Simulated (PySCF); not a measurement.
Isomers of C6H10ClN, from PBE0-D3(BJ)/def2-SVP geometry optimisation, gas phase (PySCF). One conformer each, no zero-point energy, no frequencies.

Problem. Which is lower in electronic energy at this level?
A. `[CH3:1][N:2]([CH3:3])/[CH:4]=[CH:5]/[CH:6]=[CH:7]/[Cl:8]` with C4–C5–C6–C7 180°: A = 7217, B = 479.0, C = 452.5 MHz, dipole 4.59 D
B. `[CH2:1]=[CH:2][CH2:3][N:4]([CH3:5])[C:6](=[CH2:7])[Cl:8]` with C1–C2–C3–N4 125°, C2–C3–N4–C5 -71°, C3–N4–C6–C7 -8°: A = 3688, B = 931.7, C = 797.3 MHz, dipole 2.08 D

Solution. A. That is `CN(C)/C=C/C=C/Cl`, 9.6 kcal/mol below the other.

| SMILES | mapped SMILES | E (Eh) | relative (kcal/mol) | relative (kJ/mol) | dipole (D) |
| --- | --- | --- | --- | --- | --- |
| CN(C)/C=C/C=C/Cl | [CH3:1][N:2]([CH3:3])/[CH:4]=[CH:5]/[CH:6]=[CH:7]/[Cl:8] | -748.72914 | 0.0 | 0.0 | 4.59 |
| C=CCN(C)C(=C)Cl | [CH2:1]=[CH:2][CH2:3][N:4]([CH3:5])[C:6](=[CH2:7])[Cl:8] | -748.71386 | 9.6 | 40.1 | 2.08 |
